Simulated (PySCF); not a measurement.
Input for PySCF: R-HF/3-21G on ClHSn (SMILES [Cl][SnH]), a point of a bond scan (R = 1.917 Å).

```python
from pyscf import gto, scf, dft, mp
from pyscf.data.elements import chemcore

mol = gto.M(
    atom='''
    Sn   -0.30483669   -0.30030482    0.41765924
    H    -1.42233025   -0.94349575   -0.81898880
    Cl    0.72322865    0.69093840   -0.86065511
    ''',
    basis='3-21g',
    charge=0, spin=0, verbose=3, max_memory=1800)
mf = scf.RHF(mol)
mf.conv_tol = 1e-8
mf.max_cycle = 100
mf.kernel()
if not mf.converged:
    mf = mf.newton().run(mf.mo_coeff, mf.mo_occ)
```

Problem. Predict the final total energy.

Solution. -6454.0499 hartree.
